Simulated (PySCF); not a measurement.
## Electron correlation in S²⁺ (sulfur, charge +2)

[Ne] 3s2 3p2, high-spin 3P determinant. Computed with PySCF 2.14 in x2c-QZVPPall with one added diffuse shell each of s, p, d, f type (10s7p5d3f1g, 86 functions), with the spin-free X2C one-electron Hamiltonian (Gaussian nucleus). Frozen: 1s2; 12 electrons correlated.

| level | correlation energy (mhartree) |
| --- | --- |
| CCSD | -275.43 |
| (T) | -4.33 |
| CCSD(T) | -279.76 |

Diagnostics: T1 = 0.0060, D1 = 0.0238, largest double amplitude 0.097.

**Question.** Is a single reference adequate?

**Answer.** Mostly. T1 lies below 0.03, but a double amplitude of this size points to a near-degeneracy that CCSD handles and MP2 describes poorly.

This basis was not built for core-valence correlation, so the inner-shell part is incomplete.
